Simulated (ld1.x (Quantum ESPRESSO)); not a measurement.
**Transferability test, TM potential for iodine (I)**

* Element: iodine (I)
* Generator: ld1.x (Quantum ESPRESSO) 7.5
* Type: norm-conserving Troullier–Martins (Kleinman–Bylander form)
* Functional: PBE
* Relativity: fully relativistic
* Frozen core: [Kr]
* Valence charge: 17
* Reference configuration: 4d10 5s1.5 5p5.5
* Partial waves: 5s (bound): rc 1.75 bohr; 4d (bound): rc 0.85 bohr; 5p (bound): rc 2.00 bohr
* Local potential: the p channel
* Core correction: a·sin(br)/r model core inside 0.70 bohr

Open shells are filled in proportion to 2j + 1 (rel_dist='average').

Energies are relative to the spin-unpolarised reference configuration 4d10 5s1.5 5p5.5; without spin polarisation the order of configurations can differ from experiment. The p channel is local and has no spin–orbit splitting in the pseudo-atom.

Question: Give the all-electron excitation energy and the error of the potential for: 4d10 5s2 5p5; 4d10 5s2 5p4; 4d10 5s2 5p3; 4d10 5s2 5p5.3; 4d9 5s2 5p6; 4d10 5s2 5p2; 4d10 5s2 5p1.

Answer:

| valence configuration | charge | ΔE all-electron (eV) | error AE − PS (meV) |
| --- | --- | --- | --- |
| 4d10 5s2 5p5 | 0 | -5.162 | +9.3 |
| 4d10 5s2 5p4 | +1 | 5.996 | +28 |
| 4d10 5s2 5p3 | +2 | 25.871 | +54 |
| 4d10 5s2 5p5.3 | -0.3 | -6.952 | +3.9 |
| 4d9 5s2 5p6 | 0 | 40.621 | -556 |
| 4d10 5s2 5p2 | +3 | 55.233 | +93 |
| 4d10 5s2 5p1 | +4 | 94.698 | +146 |

Levels in the configuration 4d10 5s2 5p3:

```json
{"level": "4d j=3/2", "all-electron (eV)": "-71.559", "pseudo (eV)": "-71.328"}
{"level": "4d j=5/2", "all-electron (eV)": "-69.838", "pseudo (eV)": "-69.621"}
{"level": "5s j=1/2", "all-electron (eV)": "-35.980", "pseudo (eV)": "-35.952"}
{"level": "5p j=1/2", "all-electron (eV)": "-25.366", "pseudo (eV)": "-24.473"}
{"level": "5p j=3/2", "all-electron (eV)": "-24.075", "pseudo (eV)": "-24.473"}
```

The potential misses its own reference levels by up to 0.7 eV.
